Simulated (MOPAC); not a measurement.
Job for MOPAC: AM1 on H4MgSi (SMILES [MgH][SiH3]), a point of a bond scan (R = 1.640 Å).

```
AM1 1SCF PRECISE CHARGE=0 THREADS=1
H4MgSi

Mg    -1.27392741 1    -0.69923846 1    -0.17849356 1
H     -2.75463928 1    -1.51197762 1    -0.38596026 1
Si     0.97176783 1     0.53338788 1     0.13615713 1
H      1.67718452 1     0.22137365 1     1.58397737 1
H      0.83766034 1     2.01691253 1     0.06363188 1
H      1.98630247 1     0.16875768 1    -0.89430607 1
```

Program output:

```
*******************************************************************************
 **                                                                           **
 **                              MOPAC v23.2.5                                **
 **                                                                           **
 *******************************************************************************
 ** MOPAC's Digital Object Identifier: https://doi.org/10.5281/zenodo.6511958 **
 **                                                                           **
 ** Please cite the open-source release paper for use of this MOPAC version:  **
 ** J. E. Moussa and J. J. P. Stewart (2026)                                  **
 ** MOPAC: An open-source semiempirical molecular orbital program             **
 ** J. Open Source Softw., 11(119), 8025, https://doi.org/10.21105/joss.08025 **
 *******************************************************************************

                              AM1 CALCULATION RESULTS

 *******************************************************************************
 *  AM1        - The AM1 Hamiltonian to be used
 *
 *
 *
 *                 CHARGE ON SYSTEM = 0
 *
 *
 *
 *  PRECISE    - TIGHTER CRITERIA TO BE USED
 *  1SCF       - DO 1 SCF AND THEN STOP
 *  THREADS=1  - MULTI-THREADING NOT USED
 *  T=         - A TIME OF 172800.0 SECONDS REQUESTED
 *  DUMP=N     - RESTART FILE WRITTEN EVERY 7200.0 SECONDS REQUESTED
 *******************************************************************************
AM1 1SCF PRECISE CHARGE=0 THREADS=1
 H4MgSi

   ATOM   CHEMICAL          X               Y               Z
  NUMBER   SYMBOL      (ANGSTROMS)     (ANGSTROMS)     (ANGSTROMS)

     1      Mg         -1.27392741  *  -0.69923846  *  -0.17849356  *
     2       H         -2.75463928  *  -1.51197762  *  -0.38596026  *
     3      Si          0.97176783  *   0.53338788  *   0.13615713  *
     4       H          1.67718452  *   0.22137365  *   1.58397737  *
     5       H          0.83766034  *   2.01691253  *   0.06363188  *
     6       H          1.98630247  *   0.16875768  *  -0.89430607  *



          CARTESIAN COORDINATES

    NO.       ATOM           X           Y           Z

     1        Mg         -1.2739     -0.6992     -0.1785
     2         H         -2.7546     -1.5120     -0.3860
     3        Si          0.9718      0.5334      0.1362
     4         H          1.6772      0.2214      1.5840
     5         H          0.8377      2.0169      0.0636
     6         H          1.9863      0.1688     -0.8943

  H: (AM1): M.J.S. DEWAR ET AL, J. AM. CHEM. SOC. 107 3902-3909 (1985)
 Mg: (AM1): J. J. P. STEWART, J. MOL. MOD., 10, 155-164 (2004)
 Si: (AM1): M.J.S.DEWAR, C. JIE, ORGANOMETALLICS, 6, 1486-1490 (1987).

           Empirical Formula: H4 Mg Si  =     6 atoms



      MOLECULAR POINT GROUP   :   Cs


      RHF CALCULATION, NO. OF DOUBLY OCCUPIED LEVELS = 5


 -------------------------------------------------------------------------------
 AM1 1SCF PRECISE CHARGE=0 THREADS=1
 H4MgSi



     1SCF WAS SPECIFIED, SO BFGS WAS NOT USED
     SCF FIELD WAS ACHIEVED


                              AM1 CALCULATION
                                                       MOPAC v23.2.5 Linux




          FINAL HEAT OF FORMATION =         36.16367 KCAL/MOL =     151.30879 KJ/MOL


          COSMO AREA              =        108.07 SQUARE ANGSTROMS
          COSMO VOLUME            =         93.32 CUBIC ANGSTROMS

          IONIZATION POTENTIAL    =          9.682728 EV
          HOMO LUMO ENERGIES (EV) =         -9.683 -0.349
          NO. OF FILLED LEVELS    =          5
          MOLECULAR WEIGHT        =         56.4221         POINT GROUP:  Cs

          MOLECULAR DIMENSIONS (Angstroms)

            Atom       Atom       Distance
            H     4    H     2     5.15036
            H     4    H     5     2.39807
            H     5    H     6     2.06485


          SCF CALCULATIONS        =          1





   ATOM   CHEMICAL          X               Y               Z
  NUMBER   SYMBOL      (ANGSTROMS)     (ANGSTROMS)     (ANGSTROMS)

     1      Mg         -1.27392741  *  -0.69923846  *  -0.17849356  *
     2       H         -2.75463928  *  -1.51197762  *  -0.38596026  *
     3      Si          0.97176783  *   0.53338788  *   0.13615713  *
     4       H          1.67718452  *   0.22137365  *   1.58397737  *
     5       H          0.83766034  *   2.01691253  *   0.06363188  *
     6       H          1.98630247  *   0.16875768  *  -0.89430607  *

                             CARTESIAN COORDINATES

   1   Mg       -1.273927410    -0.699238460    -0.178493560
   2    H       -2.754639280    -1.511977620    -0.385960260
   3   Si        0.971767830     0.533387880     0.136157130
   4    H        1.677184520     0.221373650     1.583977370
   5    H        0.837660340     2.016912530     0.063631880
   6    H        1.986302470     0.168757680    -0.894306070


           Empirical Formula: H4 Mg Si  =     6 atoms



      MOLECULAR POINT GROUP   :   Cs


                  EIGENVALUES
 -14.74791 -11.83987 -11.51603 -11.01377  -9.68273  -0.34879   1.36527   1.58272
   2.54694   2.88713   2.90213   4.54293


              NET ATOMIC CHARGES AND DIPOLE CONTRIBUTIONS

  ATOM NO.   TYPE          CHARGE      No. of ELECS.   s-Pop       p-Pop
    1         Mg           0.371762        1.6282     0.96344     0.66480
    2          H          -0.170692        1.1707     1.17069
    3         Si           0.069237        3.9308     0.92144     3.00933
    4          H          -0.072094        1.0721     1.07209
    5          H          -0.099107        1.0991     1.09911
    6          H          -0.099107        1.0991     1.09911
 DIPOLE           X         Y         Z       TOTAL
 POINT-CHG.    -1.618    -0.949    -0.110     1.879
 HYBRID         0.946     0.570     0.035     1.105
 SUM           -0.673    -0.379    -0.075     0.776


          ATOMIC ORBITAL ELECTRON POPULATIONS

     Atom    s        px        py        pz
    1 Mg   0.96344   0.48741   0.15479   0.02260
    2  H   1.17069
    3 Si   0.92144   1.11424   0.97265   0.92244
    4  H   1.07209
    5  H   1.09911
    6  H   1.09911

 **********************
 *                    *
 * JOB ENDED NORMALLY *
 *                    *
 **********************




 == MOPAC DONE ==
```

The run finished.

Cost: very roughly 0.020 core-seconds.
